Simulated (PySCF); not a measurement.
**Removing an electron from `C=C(Br)CF`**

Compound: C₃H₄BrF.
Cartesian coordinates in Å at the PBE0-D3(BJ)/def2-SVP level; atoms count from 1:
```
atom  x, y, z in Å
C1     1.5381    0.0593   -0.5151
C2     0.2700    0.2433   -0.1644
Br3   -0.3960    1.9297    0.3709
C4    -0.7832   -0.8220   -0.1414
F5    -0.2669   -2.0249   -0.5255
H6     1.8578   -0.9415   -0.8138
H7     2.2643    0.8730   -0.5137
H8    -1.6087   -0.5444   -0.8208
H9    -1.2003   -0.9117    0.8773
```

Level: CAM-B3LYP/def2-SVPD (PySCF). Frontier orbitals with their largest atomic shares (Löwdin; up to four atoms above 4 %):

| orbital | ε (eV) | main atoms |
| --- | --- | --- |
| HOMO−3 | -11.74 | Br3 22 %, F5 21 %, C2 17 %, C4 14 % |
| HOMO−2 | -10.85 | Br3 42 %, C2 16 %, C4 12 %, F5 9 % |
| HOMO−1 | -9.99 | Br3 82 %, C2 9 % |
| HOMO | -8.87 | ? |
| LUMO | 0.64 | C2 31 %, C1 30 %, Br3 13 %, H7 7 % |
| LUMO+1 | 0.69 | Br3 69 %, C2 18 % |
| LUMO+2 | 1.25 | Br3 26 %, C4 20 %, C1 16 %, H9 7 % |

**Question.** What vertical ionisation energy does ΔSCF give, and how far is −ε(HOMO) from it?

**Answer.** ΔSCF: 9.81 eV (947 kJ/mol; threshold wavelength 126 nm); ⟨S²⟩ of the doublet left behind is 0.760, against 0.75 for a pure doublet. −ε(HOMO) is 8.87 eV, 0.94 eV below it. In exact Kohn–Sham theory the two would be equal; CAM-B3LYP (range-separated hybrid) falls short of its own ΔSCF value by 10 %.

**Question.** On which atoms does the HOMO lie?

**Answer.** Br3 (vinyl bromine) 38 %, C1 (terminal =CH2 carbon) 27 %, C2 (fully substituted alkene carbon) 26 %, so no atom holds as much as 40 %. The HOMO−1 lies 1.12 eV lower.

**Question.** Shift the occupied levels rigidly so that −ε(HOMO) equals the ΔSCF value. What binding energies result?

**Answer.** The shift is +0.94 eV: HOMO 9.81, HOMO−1 10.93, HOMO−2 11.79, HOMO−3 12.68 eV. A rigid shift is only a rough guide to the deeper ionisations.

**Question.** With α = 59.8 au, estimate the like-pair dispersion coefficient by London's formula C6 = (3/4)α²I.

**Answer.** I = 0.3606 Eh, so C6 ≈ 966 au, a rough estimate.

**Question.** What total energies stand behind the ΔSCF value?

**Answer.** E(N) = -2790.26926 Eh and E(N − 1) = -2789.90870 Eh at the same geometry, 0.36056 Eh apart.

One conformer (not necessarily the lowest) at the PBE0-D3(BJ)/def2-SVP geometry, without solvent, vibrations or thermal averaging. The calculation is non-relativistic, for bromine too.
